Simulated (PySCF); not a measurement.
## Correlation energy of Ge⁺ (germanium, charge +1)

[Ar] 3d10 4s2 4p1, 2P determinant. Calculation: PySCF 2.14, in aug-cc-pVDZ-DK (6s5p3d, 36 functions); the spin-free X2C one-electron Hamiltonian (Gaussian nucleus). Frozen: [Ar] 3d10; 3 electrons correlated.

MP2 pair energies summed by pair of shells (mhartree):

```csv
pair,energy,share (%)
4s-4s,-18.48,59.3
4s-4p,-12.70,40.7
```

Total MP2 correlation energy: -31.18 mhartree.

Same-spin part -2.12 and opposite-spin part -29.07 mhartree; SCS-MP2 scales them by 1/3 and 6/5 to -35.58 mhartree.

```json
{"level": "CCSD", "correlation energy (mhartree)": "-46.22"}
{"level": "(T)", "correlation energy (mhartree)": "-0.46"}
{"level": "CCSD(T)", "correlation energy (mhartree)": "-46.68"}
```

Diagnostics: T1 = 0.0096, D1 = 0.0232, largest double amplitude 0.094.

**Question.** Is a single reference adequate?

**Answer.** Mostly. T1 lies below 0.03, but a double amplitude of this size points to a near-degeneracy that CCSD handles and MP2 describes poorly.
